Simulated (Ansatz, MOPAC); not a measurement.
The molecule RuF+, multiplicity 5 (lowest of 2S+1 = 1, 3, 5, 7 at CCSD(T)/def2-TZVPP on PBE0 minima; our sources give no spin for the ground state, which may be another). No spin–orbit coupling.

Seven points along R, fitted to fifth degree in 1/R; most abundant isotopes. In def2 and cc sets the state is the lowest found near the PBE0 minimum, followed along R.

Correlated levels freeze the inner cores; with def2 sets outer-core shells near the valence are correlated too. CBS: X⁻³ extrapolation of the correlation energy, Hartree–Fock from the larger set. The state that PM6 reach isn't checked.

Run with Ansatz (Gaussian basis) for Hartree–Fock, density functionals and correlated methods; MOPAC for PM6 (differences of heats of formation). Each number belongs to the level named beside it. In def2 rows elements past Kr take small-core potentials, without spin–orbit coupling.

```tsv
level	r_e (Å)	ω_e (cm⁻¹)	ω_e x_e (cm⁻¹)
PM6	1.866	___	3.0
SVWN5/def2-TZVPP	1.785	731	3.3
PBE/def2-TZVPP	1.818	684	3.2
BHLYP/def2-TZVPP	1.817	725	2.8
wB97X-V/def2-TZVPP	1.813	724	2.7
wB97M-V/def2-TZVPP	1.818	717	2.7
CCSD(T)/def2-TZVPP	1.820	718	2.9
CCSD(T)/CBS(def2-TZVPP, def2-QZVPP)	___	___	2.8
```

Task: Some entries are withheld; supply them.

Result: 
- CCSD(T)/CBS(def2-TZVPP, def2-QZVPP), r_e (Å): 1.823
- CCSD(T)/CBS(def2-TZVPP, def2-QZVPP), ω_e (cm⁻¹): 712
- PM6, ω_e (cm⁻¹): 799

Ansatz is an electronic-structure program.
